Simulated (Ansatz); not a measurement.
`O[SiH2]B(F)Br` + H₂O → `O[SiH2]B(O)F` + HBr  (formal hydrolysis of a B–Br bond)

Calculated with Ansatz (gas phase, PBE0-D4/def2-TZVP geometries, no zero-point term in ΔE). CBS: MP2 limit from def2 TZ/QZ plus the TZ coupled-cluster correction, frozen cores. This one scheme is used for every species. Functionals use def2-TZVPP. For Br outer-core shells are correlated without core-valence functions, which leaves a few kJ/mol of doubt a bond. Scalar relativity is left out up to krypton. One conformer a species, not always the lowest.

| level | ΔE (kcal/mol) |
| --- | --- |
| PBE0-D4 | -13.3 |
| CAM-B3LYP-D4 | -16.7 |
| r2SCAN | -13.9 |
| r2SCAN0 | -14.2 |
| CCSD/def2-SVP | -20.3 |
| CCSD(T)/def2-SVP | -19.9 |
| HF/def2-TZVPP | -17.7 |
| CCSD(T)/def2-TZVPP | -14.3 |

Task: What does CCSD(T)/CBS give? (Estimate.)

Result: Ansatz gave: -12.7 kcal/mol. The listed levels differ from it by -0.6, -4.0, -1.2, -1.5, -7.6, -7.2, -5.0, -1.6 kcal/mol.

Largest T1 diagnostic among the species: 0.013.

The D4 term adds +1.3 kcal/mol with B3LYP and +0.7 kcal/mol with PBE0; it sums over pairs of atoms, weighted by their polarisabilities, and B3LYP, whose exchange is more repulsive, gets the larger term. In def2-TZVPP, CCSD(T) changes the Hartree–Fock value by +3.4 kcal/mol (the triples alone add +0.7 kcal/mol) and MP2 by +4.7 kcal/mol.

B3LYP here is the variant with VWN-RPA as its local correlation; programs differ in this.
